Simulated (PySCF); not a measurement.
Species: C4H14N2Si.
Geometry (PBE0-D3(BJ)/def2-SVP, Å), atoms numbered from 1 in this order:
```
atom  x, y, z in Å
C1    -0.9576   -1.5129    0.8737
C2    -0.8348   -0.1644    0.1521
C3    -1.9649   -0.0262   -0.8712
C4    -0.9394    0.9682    1.1711
N5     0.4359   -0.0800   -0.5614
Si6    2.0107    0.4051   -0.0296
N7     2.9751    0.4433   -1.4639
H8    -0.1494   -1.6300    1.6122
H9    -1.9218   -1.6088    1.3979
H10   -0.8793   -2.3445    0.1550
H11   -1.9058   -0.8268   -1.6267
H12   -2.9530   -0.0927   -0.3899
H13   -1.8898    0.9390   -1.3935
H14   -0.1665    0.8851    1.9514
H15   -0.8257    1.9473    0.6825
H16   -1.9191    0.9387    1.6706
H17    0.4886   -0.7619   -1.3149
H18    1.8637    1.6968    0.7142
H19    2.7553   -0.5302    0.8827
H20    2.7815    1.1178   -2.1954
H21    3.9670    0.2490   -1.3968
```

All values: PBE0/pcSseg-1 and CAM-B3LYP/def2-SVPD (PySCF, non-relativistic), on one gas-phase PBE0-D3(BJ)/def2-SVP geometry that isn't relaxed in the solvent. The solvent is an IEF-PCM continuum (van der Waals radii × 1.2). Specific hydrogen bonds and non-electrostatic terms are outside this model.

Gas phase at PBE0/pcSseg-1: HOMO -6.55 eV, LUMO 1.05 eV, dipole 0.73 D.

**Question.** What does the continuum do to the energy, the frontier levels and the dipole at PBE0/pcSseg-1 in tetrahydrofuran and methanol?

**Answer.** 
```csv
solvent,ε,E(solvent) − E(gas) (kcal/mol),polarisation term (kcal/mol),distortion of the solute (kcal/mol),HOMO (eV),LUMO (eV),dipole (D)
tetrahydrofuran,7.426,-3.45,-3.67,0.22,-6.57,1.13,0.86
methanol,32.61,-4.15,-4.48,0.33,-6.59,1.14,0.87
```

The polarisation term is half the interaction of the solute with the surface charges that it induces; the rest is the cost of distorting the solute's density. The sum is the electrostatic part of solvation alone. From tetrahydrofuran to methanol the lowering changes by a factor 1.21, Onsager's factor (ε − 1)/(2ε + 1) by 1.18 and ε itself by 4.4.

**Question.** Give the dipole vector in the frame of the coordinates (D, pointing from negative to positive charge), gas and methanol.

**Answer.** Gas (-0.03, 0.06, -0.73), solvent (-0.12, -0.06, -0.86). Its length changes by +19 % and its direction by 10°.

**Question.** Which ESP-fitted charges (PBE0/pcSseg-1) respond most in methanol (means over atoms taken as equivalent)?

**Answer.** 
```csv
atoms,environment,gas (e),solvent (e),change
N5,silicon-bound nitrogen,-0.725,-0.809,-0.084
C2,sp3 carbon bound to nitrogen,+0.728,+0.801,+0.073
N7,silicon-bound nitrogen,-1.064,-1.130,-0.066
Si6,SiH2 silicon,+0.788,+0.848,+0.060
H20/H21,N–H hydrogen,+0.394,+0.423,+0.029
H17,N–H hydrogen,+0.322,+0.349,+0.027
C1/C3/C4,methyl carbon,-0.594,-0.618,-0.024
H18/H19,Si–H hydrogen,-0.174,-0.192,-0.018
H8 (×9),methyl hydrogen,+0.144,+0.148,+0.004
```

**Question.** How do the nuclear quadrupole coupling constants eQVzz/h respond in methanol?

**Answer.** 
```csv
nucleus,Q (barn),gas (MHz),solvent (MHz),η gas,η solvent
14N at N5,0.02044,-4.90,-4.77,0.35,0.35
14N at N7,0.02044,-4.61,-4.39,0.31,0.29
```

Gas phase at CAM-B3LYP/def2-SVPD: HOMO -8.01 eV, LUMO 1.18 eV, dipole 0.59 D.

**Question.** What does the continuum do to the energy, the frontier levels and the dipole at CAM-B3LYP/def2-SVPD in methanol?

**Answer.** 
```csv
solvent,ε,E(solvent) − E(gas) (kcal/mol),polarisation term (kcal/mol),distortion of the solute (kcal/mol),HOMO (eV),LUMO (eV),dipole (D)
methanol,32.61,-4.04,-4.43,0.39,-8.00,1.29,0.71
```

**Question.** How does the static polarisability (CAM-B3LYP/def2-SVPD, frozen core, with the continuum's full static response) change?

**Answer.** 
```
  medium  isotropic (au)  principal values (au)  ⟨r²⟩ of the electrons (bohr²)
     gas            92.8      86.0, 88.5, 103.8                         1247.5
methanol           125.5    120.9, 124.0, 131.8                         1246.7
```

The isotropic value in methanol is 1.35 times the gas-phase one; no cavity-field correction is applied. ⟨r²⟩ is taken about the centre of nuclear charge.

The run took 35 s wall on an Arm Neoverse V1 with one thread, shared host with 32 logical CPUs at a one-minute load of 21, and the process peaked at 1.1 GiB of memory. This is the whole shielding run at PBE0/pcSseg-1 in methanol, SCF included.
